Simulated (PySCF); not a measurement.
## Hg⁺: ionisation energy

Hg⁺ [Xe] 4f14 5d10 6s1 (2S) → Hg²⁺ [Xe] 4f14 5d10 (1S), as a difference of total energies. Computed with PySCF 2.14 in x2c-TZVPPall with one added diffuse shell each of s, p, d, f type (12s8p8d4f1g, 113 functions), with scalar relativity by spin-free X2C-1e. Correlated levels: valence: [Xe] 4f14 frozen. The calculations carry no spin-orbit coupling.

```tsv
method	ionisation energy (eV)	error (eV)
UHF	17.097	-1.660
MP2 (valence)	18.549	-0.208
SCS-MP2 (valence)	18.347	-0.410
CCSD (valence)	18.326	-0.431
CCSD(T) (valence)	18.404	-0.353
```

Reference: 18.757 eV (measured; NIST Atomic Spectra Database, ionization energies).

Errors of the correlated levels include the incompleteness of this basis and the frozen core.
